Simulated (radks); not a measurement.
Q: Coherent X-ray form factor from a spherical all-electron density. Method: scalar-relativistic Kohn-Sham, LDA (Slater exchange, Perdew-Wang correlation), spin-polarised, spherical densities, finite nucleus; Fermi nuclear charge, rms radius of each element as measured or else 0.836 A^(1/3) + 0.57 fm; computed with a radial shooting solver on a logarithmic mesh with Libxc functionals.

sin(theta)/lambda (1/angstrom),f0 (electrons)
0.05,39.527
0.1,38.196
0.15,36.234
0.2,33.925
0.25,31.529
0.3,29.230
0.4,25.288
0.5,22.291
0.6,19.998
0.8,16.448
1,13.446
1.25,10.348
1.5,8.164
2,5.945

The species is in the configuration that NIST lists as its ground one. Which atom or ion scatters so?

A: The technetium ion Tc3+, [Kr] 4d4. Extrapolating in s^2 from the first two rows gives f0(0) = 40.0, near the electron count 40; among species with that count, the fall with angle is slower the higher Z, and the table is that of Z = 43; from so few rows the species is fixed only to a neighbour or two.
